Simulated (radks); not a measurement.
Ce4+, configuration [Xe].

Calculated with a radial shooting solver on a logarithmic mesh with Libxc functionals: scalar-relativistic Kohn-Sham, Wu-Cohen GGA, spin-polarised, spherical densities, finite nucleus; Fermi nuclear charge, rms radius 4.8771 fm.

Energy parts (eV):
total: -240996.22
kinetic: 255414.78
electron-nucleus: -581419.09
Hartree: 90637.81
exchange-correlation: -5629.72

Orbitals (lengths in bohr, moments of r in powers of bohr):
| orbital | occ. | eigenvalue (eV) | <1/r> |
|---|---|---|---|
| 1s | 2 | -40305.80 | 63.33 |
| 2s | 2 | -6491.400 | 14.60 |
| 2p | 6 | -5819.605 | 13.83 |
| 3s | 2 | -1433.942 | 5.297 |
| 3p | 6 | -1220.223 | 5.017 |
| 3d | 10 | -916.1133 | 4.759 |
| 4s | 2 | -325.3695 | 2.220 |
| 4p | 6 | -255.2954 | 2.050 |
| 4d | 10 | -154.2751 | 1.795 |
| 5s | 2 | -78.9420 | 0.9110 |
| 5p | 6 | -60.1048 | 0.7995 |

The highest occupied level is 5p at -60.105 eV. The electron density at the nucleus is 3.975e+05 e/bohr^3 (large components only). Summed over all electrons, <r^2> = 34.69 bohr^2, which gives a Langevin (diamagnetic) susceptibility term of -27.5 x 10^-6 cm^3/mol.
